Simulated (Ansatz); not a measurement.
Ansatz (a first-principles code) input (B3LYP/6-31G*):

Ansatz 0.2 input:
```yaml
crystal:
  periodic: [false, false, false]
  atoms:
    - {symbol: C, position_ang: [1.11992938, -1.08245242, -0.01226806]}
    - {symbol: B, position_ang: [0.03334525, 0.06453700, -0.02418650]}
    - {symbol: C, position_ang: [-1.47303950, -0.19737190, 0.40346087]}
    - {symbol: O, position_ang: [0.45394430, 1.30395222, -0.42326023]}
    - {symbol: H, position_ang: [0.77278833, -1.97355929, -0.55257116]}
    - {symbol: H, position_ang: [2.07454663, -0.76499409, -0.44451024]}
    - {symbol: H, position_ang: [1.31130875, -1.41563900, 1.01826374]}
    - {symbol: H, position_ang: [-1.52534561, -0.68448693, 1.38638417]}
    - {symbol: H, position_ang: [-2.10030762, 0.70355596, 0.44531607]}
    - {symbol: H, position_ang: [-1.94966511, -0.89548332, -0.29945757]}
    - {symbol: H, position_ang: [-0.26294535, 1.95524977, -0.39356754]}
basis:
  gaussian:
    orbitals: 6-31G*
hamiltonian:
  xc: {name: B3LYP}
phonons: {temperatures: {t_min: 298.15, t_max: 298.15, t_step: 100}}
```

Output:

```
Functional definition: B3LYP
integrals: 0.03 GiB planned
870 factors; integrals over basis functions are off by at most 3.8e-4 eV
mean field: 0.24 GiB planned
mean field evaluation 1: about -4904.2024 eV, gradient 6.7e1 eV
mean field evaluation 2: about -4898.7678 eV, gradient 8.4e1 eV
mean field evaluation 4: about -4913.5334 eV, gradient 1.9e0 eV
mean field evaluation 8: about -4913.5331 eV, gradient 4.8e-2 eV
mean field -4913.53313415 eV, -180.5690121678 hartree, gradient 1.2e-5 eV, S^2 0.000000; 0 other end points of the search recorded, 0 dependent functions left out
the calculation of the forces begins
reference -4913.53331654 eV, -180.5690188702 hartree; 16, 16 occupied and 58, 58 virtual orbitals, 870 factors
these checks for a lower state are left out or cut short: stability, starts, cluster_reference, orbital_swaps, neighbouring_geometries, increment
integrals: 0.03 GiB planned
870 factors; integrals over basis functions are off by at most 3.8e-4 eV
mean field: 0.24 GiB planned
mean field evaluation 16: about -4913.5412 eV, gradient 1.2e-1 eV
mean field -4913.53297741 eV, -180.5690064074 hartree, gradient 2.7e-6 eV, S^2 0.000000; 0 other end points of the search recorded, 0 dependent functions left out
the calculation of the forces begins
reference -4913.53315979 eV, -180.5690131098 hartree; 16, 16 occupied and 58, 58 virtual orbitals, 870 factors
these checks for a lower state are left out or cut short: stability, starts, cluster_reference, orbital_swaps, neighbouring_geometries, increment
integrals: 0.03 GiB planned
870 factors; integrals over basis functions are off by at most 3.8e-4 eV
mean field: 0.24 GiB planned
mean field -4913.53297820 eV, -180.5690064364 hartree, gradient 1.1e-6 eV, S^2 0.000000; 0 other end points of the search recorded, 0 dependent functions left out
the calculation of the forces begins
reference -4913.53316058 eV, -180.5690131388 hartree; 16, 16 occupied and 58, 58 virtual orbitals, 870 factors
these checks for a lower state are left out or cut short: stability, starts, cluster_reference, orbital_swaps, neighbouring_geometries, increment
integrals: 0.03 GiB planned
870 factors; integrals over basis functions are off by at most 3.8e-4 eV
mean field: 0.24 GiB planned
mean field evaluation 32: about -4913.5330 eV, gradient 2.3e-6 eV
mean field -4913.53298042 eV, -180.5690065180 hartree, gradient 2.3e-6 eV, S^2 0.000000; 0 other end points of the search recorded, 0 dependent functions left out
the calculation of the forces begins
reference -4913.53316280 eV, -180.5690132205 hartree; 16, 16 occupied and 58, 58 virtual orbitals, 870 factors
these checks for a lower state are left out or cut short: stability, starts, cluster_reference, orbital_swaps, neighbouring_geometries, increment
integrals: 0.03 GiB planned
870 factors; integrals over basis functions are off by at most 3.8e-4 eV
mean field: 0.24 GiB planned
mean field -4913.53298678 eV, -180.5690067519 hartree, gradient 9.7e-7 eV, S^2 0.000000; 0 other end points of the search recorded, 0 dependent functions left out
the calculation of the forces begins
reference -4913.53316916 eV, -180.5690134542 hartree; 16, 16 occupied and 58, 58 virtual orbitals, 870 factors
these checks for a lower state are left out or cut short: stability, starts, cluster_reference, orbital_swaps, neighbouring_geometries, increment
integrals: 0.03 GiB planned
870 factors; integrals over basis functions are off by at most 3.8e-4 eV
mean field: 0.24 GiB planned
mean field -4913.53298600 eV, -180.5690067231 hartree, gradient 1.2e-6 eV, S^2 0.000000; 0 other end points of the search recorded, 0 dependent functions left out
the calculation of the forces begins
reference -4913.53316837 eV, -180.5690134251 hartree; 16, 16 occupied and 58, 58 virtual orbitals, 870 factors
these checks for a lower state are left out or cut short: stability, starts, cluster_reference, orbital_swaps, neighbouring_geometries, increment
integrals: 0.03 GiB planned
870 factors; integrals over basis functions are off by at most 3.8e-4 eV
mean field: 0.24 GiB planned
mean field -4913.53297992 eV, -180.5690064996 hartree, gradient 1.0e-6 eV, S^2 0.000000; 0 other end points of the search recorded, 0 dependent functions left out
the calculation of the forces begins
reference -4913.53316231 eV, -180.5690132024 hartree; 16, 16 occupied and 58, 58 virtual orbitals, 870 factors
these checks for a lower state are left out or cut short: stability, starts, cluster_reference, orbital_swaps, neighbouring_geometries, increment
integrals: 0.03 GiB planned
870 factors; integrals over basis functions are off by at most 3.8e-4 eV
mean field: 0.24 GiB planned
mean field -4913.53300171 eV, -180.5690073005 hartree, gradient 8.4e-7 eV, S^2 0.000000; 0 other end points of the search recorded, 0 dependent functions left out
[...]
integrals: 0.03 GiB planned
870 factors; integrals over basis functions are off by at most 3.8e-4 eV
mean field: 0.24 GiB planned
mean field evaluation 320: about -4913.5331 eV, gradient 2.7e-6 eV
mean field -4913.53310575 eV, -180.5690111240 hartree, gradient 2.7e-6 eV, S^2 0.000000; 0 other end points of the search recorded, 0 dependent functions left out
the calculation of the forces begins
reference -4913.53328812 eV, -180.5690178259 hartree; 16, 16 occupied and 58, 58 virtual orbitals, 870 factors
these checks for a lower state are left out or cut short: stability, starts, cluster_reference, orbital_swaps, neighbouring_geometries, increment
integrals: 0.03 GiB planned
870 factors; integrals over basis functions are off by at most 3.8e-4 eV
mean field: 0.24 GiB planned
mean field -4913.53310434 eV, -180.5690110723 hartree, gradient 2.0e-6 eV, S^2 0.000000; 0 other end points of the search recorded, 0 dependent functions left out
the calculation of the forces begins
reference -4913.53328674 eV, -180.5690177751 hartree; 16, 16 occupied and 58, 58 virtual orbitals, 870 factors
these checks for a lower state are left out or cut short: stability, starts, cluster_reference, orbital_swaps, neighbouring_geometries, increment
integrals: 0.03 GiB planned
870 factors; integrals over basis functions are off by at most 3.8e-4 eV
mean field: 0.24 GiB planned
mean field -4913.53308765 eV, -180.5690104589 hartree, gradient 9.5e-7 eV, S^2 0.000000; 0 other end points of the search recorded, 0 dependent functions left out
the calculation of the forces begins
reference -4913.53327002 eV, -180.5690171609 hartree; 16, 16 occupied and 58, 58 virtual orbitals, 870 factors
these checks for a lower state are left out or cut short: stability, starts, cluster_reference, orbital_swaps, neighbouring_geometries, increment
integrals: 0.03 GiB planned
870 factors; integrals over basis functions are off by at most 3.8e-4 eV
mean field: 0.24 GiB planned
mean field -4913.53308279 eV, -180.5690102801 hartree, gradient 9.5e-7 eV, S^2 0.000000; 0 other end points of the search recorded, 0 dependent functions left out
the calculation of the forces begins
reference -4913.53326518 eV, -180.5690169829 hartree; 16, 16 occupied and 58, 58 virtual orbitals, 870 factors
these checks for a lower state are left out or cut short: stability, starts, cluster_reference, orbital_swaps, neighbouring_geometries, increment
integrals: 0.03 GiB planned
870 factors; integrals over basis functions are off by at most 3.8e-4 eV
mean field: 0.24 GiB planned
mean field -4913.53308770 eV, -180.5690104606 hartree, gradient 7.9e-7 eV, S^2 0.000000; 0 other end points of the search recorded, 0 dependent functions left out
the calculation of the forces begins
reference -4913.53327004 eV, -180.5690171617 hartree; 16, 16 occupied and 58, 58 virtual orbitals, 870 factors
these checks for a lower state are left out or cut short: stability, starts, cluster_reference, orbital_swaps, neighbouring_geometries, increment
integrals: 0.03 GiB planned
870 factors; integrals over basis functions are off by at most 3.8e-4 eV
mean field: 0.24 GiB planned
mean field -4913.53308259 eV, -180.5690102729 hartree, gradient 2.8e-6 eV, S^2 0.000000; 0 other end points of the search recorded, 0 dependent functions left out
the calculation of the forces begins
reference -4913.53326501 eV, -180.5690169765 hartree; 16, 16 occupied and 58, 58 virtual orbitals, 870 factors
these checks for a lower state are left out or cut short: stability, starts, cluster_reference, orbital_swaps, neighbouring_geometries, increment
integrals: 0.03 GiB planned
870 factors; integrals over basis functions are off by at most 3.8e-4 eV
mean field: 0.24 GiB planned
mean field evaluation 352: about -4913.5413 eV, gradient 1.2e-1 eV
mean field -4913.53304568 eV, -180.5690089166 hartree, gradient 1.5e-6 eV, S^2 0.000000; 0 other end points of the search recorded, 0 dependent functions left out
the calculation of the forces begins
reference -4913.53322810 eV, -180.5690156201 hartree; 16, 16 occupied and 58, 58 virtual orbitals, 870 factors
these checks for a lower state are left out or cut short: stability, starts, cluster_reference, orbital_swaps, neighbouring_geometries, increment
integrals: 0.03 GiB planned
870 factors; integrals over basis functions are off by at most 3.8e-4 eV
mean field: 0.24 GiB planned
mean field -4913.53304905 eV, -180.5690090404 hartree, gradient 8.5e-7 eV, S^2 0.000000; 0 other end points of the search recorded, 0 dependent functions left out
the calculation of the forces begins
reference -4913.53323140 eV, -180.5690157416 hartree; 16, 16 occupied and 58, 58 virtual orbitals, 870 factors
these checks for a lower state are left out or cut short: stability, starts, cluster_reference, orbital_swaps, neighbouring_geometries, increment
integrals: 0.03 GiB planned
870 factors; integrals over basis functions are off by at most 3.8e-4 eV
mean field: 0.24 GiB planned
mean field -4913.53305436 eV, -180.5690092355 hartree, gradient 9.6e-7 eV, S^2 0.000000; 0 other end points of the search recorded, 0 dependent functions left out
the calculation of the forces begins
reference -4913.53323676 eV, -180.5690159385 hartree; 16, 16 occupied and 58, 58 virtual orbitals, 870 factors
these checks for a lower state are left out or cut short: stability, starts, cluster_reference, orbital_swaps, neighbouring_geometries, increment
integrals: 0.03 GiB planned
870 factors; integrals over basis functions are off by at most 3.8e-4 eV
mean field: 0.24 GiB planned
mean field -4913.53305645 eV, -180.5690093122 hartree, gradient 2.8e-6 eV, S^2 0.000000; 0 other end points of the search recorded, 0 dependent functions left out
the calculation of the forces begins
reference -4913.53323881 eV, -180.5690160139 hartree; 16, 16 occupied and 58, 58 virtual orbitals, 870 factors
these checks for a lower state are left out or cut short: stability, starts, cluster_reference, orbital_swaps, neighbouring_geometries, increment
integrals: 0.03 GiB planned
870 factors; integrals over basis functions are off by at most 3.8e-4 eV
mean field: 0.24 GiB planned
mean field -4913.53312935 eV, -180.5690119912 hartree, gradient 9.0e-7 eV, S^2 0.000000; 0 other end points of the search recorded, 0 dependent functions left out
the calculation of the forces begins
reference -4913.53331171 eV, -180.5690186928 hartree; 16, 16 occupied and 58, 58 virtual orbitals, 870 factors
these checks for a lower state are left out or cut short: stability, starts, cluster_reference, orbital_swaps, neighbouring_geometries, increment
integrals: 0.03 GiB planned
870 factors; integrals over basis functions are off by at most 3.8e-4 eV
mean field: 0.24 GiB planned
mean field evaluation 384: about -4913.5331 eV, gradient 2.3e-5 eV
mean field -4913.53312791 eV, -180.5690119385 hartree, gradient 1.1e-6 eV, S^2 0.000000; 0 other end points of the search recorded, 0 dependent functions left out
the calculation of the forces begins
reference -4913.53331032 eV, -180.5690186416 hartree; 16, 16 occupied and 58, 58 virtual orbitals, 870 factors
Total energy: -4913.53331654 eV, -180.5690188702 hartree
Atom 0 at     1.119929    -1.082452    -0.012268 Å, force    -0.000053    -0.001329     0.001401 eV/Å
Atom 1 at     0.033345     0.064537    -0.024186 Å, force    -0.000379    -0.000958     0.001590 eV/Å
Atom 2 at    -1.473040    -0.197372     0.403461 Å, force     0.000133    -0.000458     0.000701 eV/Å
Atom 3 at     0.453944     1.303952    -0.423260 Å, force     0.000995     0.001364    -0.001304 eV/Å
Atom 4 at     0.772788    -1.973559    -0.552571 Å, force     0.000903     0.001219     0.000649 eV/Å
Atom 5 at     2.074547    -0.764994    -0.444510 Å, force    -0.001178    -0.000541     0.000507 eV/Å
Atom 6 at     1.311309    -1.415639     1.018264 Å, force    -0.000377     0.000701    -0.002707 eV/Å
Atom 7 at    -1.525346    -0.684487     1.386384 Å, force    -0.000247     0.000581    -0.001984 eV/Å
Atom 8 at    -2.100308     0.703556     0.445316 Å, force     0.000504    -0.001098    -0.000192 eV/Å
Atom 9 at    -1.949665    -0.895483    -0.299458 Å, force     0.000275     0.001000     0.001049 eV/Å
Atom 10 at    -0.262945     1.955250    -0.393568 Å, force    -0.000576    -0.000482     0.000291 eV/Å
Dipole moment:    -0.286879     0.083437     0.053801 e Å
Vibrations: 41.15 91.43 302.56 395.28 403.17 620.94 712.62 794.42 806.29 927.55 980.94 1002.43 1254.81 1345.87 1391.07 1396.54 1490.91 1494.98 1509.25 1521.50 3022.53 3030.37 3078.74 3083.68 3090.94 3123.34 3757.38 cm⁻¹, zero-point energy 2.521260 eV
```

The blocks after the first are displaced geometries, from whose forces the wavenumbers follow.
